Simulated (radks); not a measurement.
Spherical quantum dot in the effective-mass picture: electrons in a well V = -V0 / (1 + exp((r - R)/a)) with V0 = 8.53, R = 5.09, a = 0.44, with a point charge +2 (a donor) at the centre, all in effective atomic units (hartree* = m*/eps^2 hartree, bohr* = eps/m* bohr), one dielectric constant everywhere. Method: non-relativistic Kohn-Sham, LDA (Slater exchange, Perdew-Wang correlation), spin-polarised, spherical densities; computed with a radial shooting solver with Libxc functionals. Levels are named by radial order and angular momentum (1s, 1p, 1d, 2s, ...), and open shells are averaged over m.

N = 14, configuration 1s2 1p6 1d(up 4, down 0) 2s2. This is the lowest configuration that the search found. Occupied and some empty levels:

level    occupation  eigenvalue (hartree*)  <r> (bohr*)
1s up             1                -5.1554        1.557
1s down           1                -5.1388        1.435
1p up             3                -4.8324        3.105
2s up             1                -4.8057        2.561
1p down           3                -4.7816        3.095
2s down           1                -4.7672        2.667
1d up             4                -4.5976        3.305
1d down           0                -4.5450        3.305
1f up             0                -4.2987        3.455
1f down           0                -4.2460        3.459
2p up             0                -3.9522        2.584
1g up             0                -3.9411        3.582
2p down           0                -3.9225        2.577
1g down           0                -3.8893        3.588

Energy (hartree*): total -96.3566, kinetic 8.3092, external -130.71, Hartree 30.682, exchange-correlation -4.6407.

Electron density:

r (bohr*)  n(r) (e/bohr*^3)
0.428                0.7175
0.888                0.1532
1.35                0.04877
1.81                0.03534
2.27                0.04370
2.73                0.05337
3.19                0.05201
3.65                0.03580
4.11                0.01519
4.57               0.003439
5.03              0.0003831
5.49             0.00002314
5.95              9.377e-07
